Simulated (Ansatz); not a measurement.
Consider the formal exchange of groups at a C–C bond: `CCCCC(C)(C)C` + `CC#CC` → `CC#CCCCC` + `CC(C)(C)C`.

Program: Ansatz. Geometries: PBE0-D4/def2-TZVP. ΔE: electronic, gas phase. CCSD(T)/CBS adds triple-zeta CCSD(T) − MP2 to the extrapolated MP2 energy (def2 sets, frozen cores). DFT in def2-TZVPP. One conformer a species, not always the lowest.

| level | ΔE (kJ/mol) |
| --- | --- |
| r2SCAN-D4 | -4.8 |
| B97M-V | -3.6 |
| ωB97M-V | -3.6 |
| r2SCAN | -6.0 |
| PBE0 | -6.6 |
| CAM-B3LYP | -7.0 |
| CCSD(T)/def2-SVP | -4.6 |
| MP2/CBS(def2) | -5.2 |

What does CCSD(T)/CBS give? (Best estimate.)

Ansatz gave: -4.2 kJ/mol. The listed levels differ from it by -0.6, 0.6, 0.6, -1.8, -2.4, -2.8, -0.4, -1.0 kJ/mol.

Largest T1 diagnostic among the species: 0.011.

The D4 term adds +3.4 kJ/mol with B3LYP and +2.3 kJ/mol with PBE0; it sums over pairs of atoms, weighted by their polarisabilities, and B3LYP, whose exchange is more repulsive, gets the larger term. In def2-TZVPP, CCSD(T) changes the Hartree–Fock value by +6.2 kJ/mol (the triples alone add +0.7 kJ/mol) and MP2 by +5.2 kJ/mol.

B3LYP here is the variant with VWN-RPA as its local correlation; programs differ in this.
